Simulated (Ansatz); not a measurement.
A made-up structure of LiBSiHO, doublet:

| atom | x (Å) | y (Å) | z (Å) |
| --- | --- | --- | --- |
| Li1 | -2.1612 | -0.3580 | -0.7245 |
| Si2 | 0.1348 | -1.0765 | 0.5324 |
| B3 | 2.2050 | -0.5223 | 1.1334 |
| O4 | -0.4468 | 0.5766 | -0.4386 |
| H5 | 0.2682 | 1.3802 | -0.5027 |

It is relaxed with PBE-D4/def2-SVP and then PBE0-D4/def2-TZVP (Ansatz 0.2.0). Atoms count as bonded within 1.22 times the sum of their covalent radii (H–H: 0.88 Å). The end point is not checked to be a true minimum.

(1) Does its bonding change? (A judgement: the text doesn't fix the answer.)

## Answers

(1) The calculation gives: Yes. Formed: Li1–B3; broken: none.

Where it ends: The first stage lowers the energy by 1.32 eV in 24 steps. It ends as LiBSiHO ([B]1[Li]2[OH][Si]12):
```xyz
5
angstrom
Li -1.4006 -0.0802 0.5923
Si 0.7495 -1.0618 -0.3627
B 0.6487 -0.4822 1.4762
O -0.2458 0.4190 -0.7330
H 0.2483 1.2052 -0.9727
```

Labels in which every atom is bracketed show which atoms are joined, not bond orders.

For scale, one of the runs: PBE0-D4/def2-TZVP relaxation, 119 basis functions, launched by `ansatz run in.yaml --threads 2 --pin off --events-out ev --progress --plain --max-ram 4352MiB`. Hardware: 2 CPU threads of an Arm Neoverse V2, shared host. Wall time about 54 s.
